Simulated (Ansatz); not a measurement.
Ansatz (an electronic-structure program) input (CCSD(T)/cc-pwCVTZ):
A basis named .json is the Basis Set Exchange file of that set.

Ansatz 0.2 input:
```yaml
crystal:
  periodic: [false, false, false]
  atoms:
    - {symbol: F, position_ang: [-0.16891606, 2.25152632, 0.44913245]}
    - {symbol: C, position_ang: [-0.13719675, 0.93763087, 0.18006761]}
    - {symbol: C, position_ang: [-1.33573644, 0.20830709, -0.09608280]}
    - {symbol: C, position_ang: [-0.99438585, -1.07706440, -0.32695215]}
    - {symbol: S, position_ang: [0.65945135, -1.44642476, -0.23109039]}
    - {symbol: C, position_ang: [1.01276546, 0.21309148, 0.14976592]}
    - {symbol: H, position_ang: [-2.32460875, 0.63879951, -0.10994198]}
    - {symbol: H, position_ang: [2.02095313, 0.54846964, 0.32440472]}
basis:
  gaussian:
    orbitals: cc-pwCVTZ.json
magnetization: {spin_polarized: true, initial_magnetization: 1}
correlation: {method: ccsd_t, electrons: outside_noble_gas}
```

End of the output:

```
mean field evaluation 32: about -17676.9557 eV, gradient 1.6e-1 eV
mean field evaluation 64: about -17675.6042 eV, gradient 4.5e-1 eV
mean field evaluation 96: about -17674.8894 eV, gradient 3.7e0 eV
mean field evaluation 128: about -17673.7155 eV, gradient 1.2e1 eV
mean field evaluation 160: about -17675.3332 eV, gradient 9.5e-1 eV
mean field evaluation 192: about -17675.6076 eV, gradient 2.8e-3 eV
mean field evaluation 224: about -17676.8998 eV, gradient 1.1e0 eV
mean field evaluation 256: about -17674.4467 eV, gradient 4.8e-1 eV
mean field evaluation 288: about -17673.1009 eV, gradient 6.8e-4 eV
mean field -17676.96638401 eV, -649.6165327341 hartree, gradient 1.7e-6 eV, S^2 1.122839; 7 other end points of the search recorded, 0 dependent functions left out
determinant -17676.96638401 eV, -649.6165327341 hartree, with singles and doubles -17705.53786035 eV, -650.6665151234 hartree
determinant -17675.60761859 eV, -649.5665990260 hartree, with singles and doubles -17704.14329495 eV, -650.6152657903 hartree
determinant -17674.46172646 eV, -649.5244882671 hartree, with singles and doubles -17703.41015919 eV, -650.5883235478 hartree
10 core orbitals not correlated
reference -17676.96638401 eV, -649.6165327341 hartree; 16, 15 occupied and 276, 277 virtual orbitals, 1814 factors
second order -27.29378445 eV of doubles, -0.00000000 eV of singles
coupled cluster: 37.19 GiB planned
cycle   1  -28.25752767 eV  change    -2.6e0 eV  update   3.1e-2
cycle   2  -28.35315528 eV  change   -9.6e-2 eV  update   8.4e-3
cycle   3  -28.34883320 eV  change    4.3e-3 eV  update   4.9e-3
cycle   4  -28.35600815 eV  change   -7.2e-3 eV  update   3.0e-3
cycle   5  -28.36412240 eV  change   -8.1e-3 eV  update   1.7e-3
cycle   6  -28.36683812 eV  change   -2.7e-3 eV  update   7.1e-4
cycle   7  -28.36785295 eV  change   -1.0e-3 eV  update   2.6e-4
cycle   8  -28.36826110 eV  change   -4.1e-4 eV  update   1.1e-4
cycle   9  -28.36830524 eV  change   -4.4e-5 eV  update   5.9e-5
cycle  10  -28.36827631 eV  change    2.9e-5 eV  update   2.5e-5
coupled cluster: 37.19 GiB planned
perturbative correction -1.48167472 eV, -0.0544505418 hartree
Total energy: -17706.81633505 eV, -650.7134982017 hartree
```

It need not be the lowest isomer of its formula.

The determinant is spin-contaminated: <S^2> is 1.12 against 0.75 for a pure state.
